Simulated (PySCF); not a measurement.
**Spinor energies of Ti²⁺ (titanium, charge +2)**

Start: [Ar] 3d2; 3d5/2 filled at m_j = +3/2, +5/2. Calculated with PySCF 2.14 in x2c-TZVPall-2c with one added diffuse shell each of s, p, d type (7s8p5d1f, 63 functions): generalised Hartree-Fock with the X2C-1e Hamiltonian and a Gaussian nucleus; one run each with spin-orbit coupling (SO) switched off, then screened by Boettger's factors. This is a chosen level, not necessarily the ground level.

```tsv
spinor shell	electrons	ε, spin-free (eV)	ε, screened SO (eV)	weight of nominal j (screened SO)	rms radius, screened SO (bohr)
1s1/2	2	-5033.8	-5033.8	1.000	0.0804
2s1/2	2	-604.90	-604.90	1.000	0.350
2p1/2	2	-500.68	-504.53	0.996	0.318
2p3/2	4	-500.68	-498.81	0.998	0.321
3s1/2	2	-94.685	-94.693	1.000	1.08
3p3/2	4	-64.706	-65.273	0.854	1.18
3p1/2	2	-64.706	-63.602	0.708	1.18
3d5/2	2	-27.702	-27.691	0.897	1.56
```

```csv
quantity,spin-free,screened SO
E (hartree),-852.04995,-852.05553
M_J,4,4
⟨J²⟩,20.004,20.004
⟨L²⟩,12.004,12.005
⟨S²⟩,2.000,2.001
```

Each row is a mean over spinors that exchange with the open shell spreads, by up to 7.518 eV (3p3/2).

Rows whose weight is well below 1 are mixtures of j = l ± 1/2: exchange outweighs spin-orbit coupling there, and the label is only the starting occupation.

Without spin-orbit coupling the j labels of p, d and f shells carry no meaning; the spin-free column gives the mean over the occupied spinors of each nl shell.
